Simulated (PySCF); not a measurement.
O3S, SMILES O=S(=O)=O. The structure is a stationary point at ωB97X-D3(BJ)/def2-TZVP.

All values below come from ωB97X-D3(BJ)/def2-TZVP (PySCF).

Harmonic wavenumbers (cm⁻¹): 517, 541, 541, 1126, 1452, 1452. Rotational constants (GHz): 10.46, 10.46, 5.228; symmetry number 6.

Q: Work out the zero-point energy and the ideal-gas rigid-rotor harmonic-oscillator thermochemistry at 298.15 K and 1 atm.

A: ZPE = ½ Σ hcν = ½ × 5629 cm⁻¹ = 8.05 kcal/mol. H − E(el) = 10.82 kcal/mol. Entropy in cal/(mol K): translation 39.05, rotation 20.29, vibration 1.83, total 61.17. G − E(el) = -7.42 kcal/mol. Cp = 11.92 cal/(mol K).
